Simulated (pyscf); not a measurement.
# H₂N–Si•(NH₂)–Cl, doublet

Gas-phase minimum from PySCF at ωB97X-D3(BJ)/def2-SVP, one conformer. Other isomers of H₂N–Si•(NH₂)–Cl were not searched in full and may lie lower. 

```
Si
N 1 1.7187
H 2 1.0134 1 121.54
H 2 1.0165 3 112.48 1 -153.33
N 1 1.7268 2 106.02 3 167.98
H 5 1.0149 1 119.77 2 157.99
H 5 1.0154 6 111.88 1 -147.25
Cl 1 2.1026 2 115.91 3 -77.50
```
Charge 0, spin multiplicity 2.

Properties at ωB97X-D3(BJ)/def2-SVP:

- Harmonic wavenumbers, unscaled = 188, 211, 239, 298, 374, 380, 429, 511, 783, 802, 867, 915, 1530, 1542, 3604, 3613, 3716, 3720 cm⁻¹
- Zero-point energy = 33.9 kcal/mol
- Rotational symmetry number = 1
- Entropy of this conformer at 298 K and 1 atm, rigid rotor and harmonic oscillator, modes under 100 cm⁻¹ raised to 100 = 330.8 J/(mol K)
- Dipole moment = 2.45 D
- Spin expectation value S2 = 0.752

Single-point totals, which compare only within one level:

```tsv
level	total energy (hartree)
ωB97X-D3(BJ)/def2-TZVP	-861.81346
PBE/def2-TZVP	-861.27962
r²SCAN/def2-TZVP	-861.63622
B3LYP-D3(BJ)/def2-TZVP	-861.79820
PBE0-D3(BJ)/def2-TZVP	-861.35598
M06-2X/def2-TZVP	-861.66969
ωB97M-D3(BJ)/def2-TZVP	-861.86926
```

Soft torsions are taken as harmonic, which can shift the entropy by several J/(mol K).
